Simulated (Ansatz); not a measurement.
Stepwise reaction of `CS[SiH](F)F` with water, as a gas-phase model of exchange steps in deposition or etching. ΔE in kJ/mol.

Calculated with Ansatz (gas phase, PBE0-D4/def2-TZVP geometries, no zero-point term in ΔE). CCSD(T)/CBS adds triple-zeta CCSD(T) − MP2 to the extrapolated MP2 energy (def2 sets, frozen cores). This one scheme is used for every species. Functionals use def2-TZVPP. B3LYP here is the variant with VWN-RPA as its local correlation; programs differ in this. Each species was taken in one conformer, which may not be the lowest.

```json
{"step": "1", "reaction": "`CS[SiH](F)F` + H₂O → `CS[SiH](O)F` + H–F", "PBE-D4": "35.8", "B3LYP-D4": "38.4", "ωB97M-V": "38.1", "CCSD(T)/CBS": "37.4"}
```

(1) Give the row of step 2, `CS[SiH](O)F` + H₂O → `CS[SiH](O)O` + H–F. (An estimate is asked.)

(2) By hand: ΔE of the 2 steps together at CCSD(T)/CBS.

Results:

(1) Ansatz gave: 
```tsv
step	reaction	PBE-D4	B3LYP-D4	ωB97M-V	CCSD(T)/CBS
2	`CS[SiH](O)F` + H₂O → `CS[SiH](O)O` + H–F	40.8	43.6	43.2	41.9
```

(2) (37.4) + (41.9) = 79.3 kJ/mol, or 39.6 kJ/mol a step.

In ΔE the steps differ by no more than 4.5 kJ/mol. All are uphill at CCSD(T)/CBS. PBE-D4 differs from CCSD(T)/CBS by -1.6 to -1.1 kJ/mol a step. Only this route is followed, and other bonds may react first. Isolated molecules leave out the surface, adducts and barriers. Largest T1 diagnostic: 0.011.
